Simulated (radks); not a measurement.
Values are calculated unless marked as measured or tabulated.
Excited configurations of Se27+: one electron is placed in a higher orbital outside [He] 2s2 2p2. The ground configuration is [He] 2s2 2p3. Code: a radial shooting solver on a logarithmic mesh with Libxc functionals. Model: scalar-relativistic Kohn-Sham, PBE, spin-unpolarised, spherical densities, finite nucleus; Fermi nuclear charge, rms radius 4.14 fm. Excitation = E - E(ground); binding = E(ion) - E, where the ion is the core of charge +28; n* = 28/sqrt(2 binding) in atomic units. These energies are relativistic, and a one-electron ion of charge +28 with no core already has n* below n in this formula (scalar-relativistic equation, point nucleus: 3s 2.984, 4p 3.990, 5f 4.997, 7s 6.981, 7d 6.994). The quantum defect is therefore taken as that value minus n*, so that it holds no relativistic shift of the bare ion.

3s: excitation (eV) 1667.7; binding (eV) 1310.3; quantum defect 0.131; eigenvalue (eV) -1285.7; <r> (bohr) 0.4374
4p: excitation (eV) 2276.6; binding (eV) 701.36; quantum defect 0.090; eigenvalue (eV) -689.02; <r> (bohr) 0.7810
5f: excitation (eV) 2548.2; binding (eV) 429.74; quantum defect 0.015; eigenvalue (eV) -421.14; <r> (bohr) 1.115
7s: excitation (eV) 2749.8; binding (eV) 228.18; quantum defect 0.144; eigenvalue (eV) -224.80; <r> (bohr) 2.508
7d: excitation (eV) 2756.3; binding (eV) 221.68; quantum defect 0.057; eigenvalue (eV) -218.18; <r> (bohr) 2.474

The Delta-SCF ionisation energy is 2978.0 eV (NIST Atomic Spectra Database: 2964 eV, semi-empirical). Self-interaction in the functional shifts the binding energies and quantum defects, so they are the method's values and not measured ones. Spin polarisation and multiplet splitting are left out, so open shells lie too high by an amount that depends on their filling.

Beside tabulated values, note that spin-unpolarised runs miss the spin-polarisation part of the exchange energy of open shells.
